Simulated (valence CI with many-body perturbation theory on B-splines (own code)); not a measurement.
Se¹¹⁺: configurations and terms from energies and g

Calculated by valence CI with perturbative core correlation (CI+MBPT): five valence electrons over a frozen Dirac-Fock core [Ar], a basis of 7 s, 7 p, 8 d, 6 f, 4 g, 1 h functions for each j, with the one-electron correlation potential Σ1 (screened to all orders), the two-electron term Σ2, the three-electron term Σ3, Breit, model QED; selected single and double excitations, second order for the rest, scaled by the run's own slope (own B-spline code, finite nucleus).

No measured levels were compared; by estimate terms of the open shell hold to 2 to 4 % of their energy, and close levels can change places. Only levels of the ground parity were solved; by the run's estimate the other parity begins above the list, which can be wrong where configurations are misplaced.

```
No.     J  Parity  E (eV)      g
  1   5/2    even   0.000  1.996
  3  11/2    even   8.221  1.269
  4   7/2    even   8.248  0.989
  5   9/2    even   8.284  1.171
  7   3/2    even   9.049  1.580
  8   1/2    even   9.261  2.311
  9   7/2    even   9.969  1.418
 10   1/2    even  10.254  0.350
 11   5/2    even  10.372  1.417
 12   3/2    even  10.402  1.331
 13  11/2    even  11.853  0.934
 14  13/2    even  12.017  1.076
 16   3/2    even  12.923  0.710
 18   9/2    even  13.488  1.265
```

Energies count from the lowest level. Strongly mixed levels and levels close to another of their J and parity are left out, so the numbers can have gaps.

(1) Give configuration and LS term of each level.

Answers

(1) 1: 3d⁵ ⁶S; 3: 3d⁵ ⁴G; 4: 3d⁵ ⁴G; 5: 3d⁵ ⁴G; 7: 3d⁵ ⁴P; 8: 3d⁵ ⁴P; 9: 3d⁵ ⁴D; 10: 3d⁵ ⁴D; 11: 3d⁵ ⁴D; 12: 3d⁵ ⁴D; 13: 3d⁵ ²I; 14: 3d⁵ ²I; 16: 3d⁵ ²D; 18: 3d⁵ ⁴F.
